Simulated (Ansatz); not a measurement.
Cost and result up the ladder for CrF₂ (3 atoms). Total charge 0; quintet. Geometry: B3LYP-D4/def2-TZVP.

Cartesian coordinates in Å:
```
Cr 0.2652 0.3248 -0.0927
F -1.1031 0.2677 -1.2236
F 0.8379 -0.5924 1.3163
```

Ansatz on 2 threads of Arm Neoverse V2 on a shared host. Times are rough, and most runs start from the orbitals of an earlier one. ωB97M-V/def2-TZVP serves as the yardstick here, not as an exact answer. Differences are given only for rows in sets of like size (and for xTB, whose basis is part of the method), since another set adds its own error. Binding counts from free atoms at the same level (Cr septet, F doublet; other spins of the atoms weren't run), without zero-point energy or a counterpoise term.

LC-ωPBE has ω = 0.4 bohr⁻¹. B3LYP takes the VWN-RPA correlation. HSE06 is defined as in plane-wave codes, on full-range PBE exchange. Correlated methods freeze 7 core orbitals; core or outer-core shells of Cr are correlated, in sets that lack core-valence functions.

Correlated methods converge slowly with the basis (MP2 moves by 0.15 eV from def2-TZVP to def2-QZVPP here).

```tsv
level	functions	wall time	binding energy per atom (eV)	difference from ωB97M-V/def2-TZVP (eV)
LDA (SPW92)/def2-TZVP	107	0.8 s	3.98	0.67
MP2/def2-TZVP	107	1.2 s	3.25	-0.05
PBE-D4/def2-SVP	59	1.2 s	3.52	–
PBE-D4/def2-TZVP	107	1.6 s	3.48	0.17
RPA@PBE/def2-TZVP	107	2.5 s	2.97	-0.33
HSE06-D4/def2-TZVP	107	2.9 s	3.18	-0.12
r2SCANh-D4/def2-TZVP	107	4 s	3.20	-0.10
B2PLYP/def2-TZVP	107	4.3 s	3.30	0.00
LC-ωPBE/def2-TZVP	107	4.5 s	3.35	0.05
B3LYP-D4/def2-TZVP	107	4.8 s	3.33	0.02
CAM-B3LYP-D4/def2-TZVP	107	5.5 s	3.41	0.10
MP2/def2-QZVPP	207	5.5 s	3.40	–
B97M-V/def2-TZVP	107	7 s	3.19	-0.11
ωB97M-V/def2-TZVP	107	19 s	3.31	0.00
```
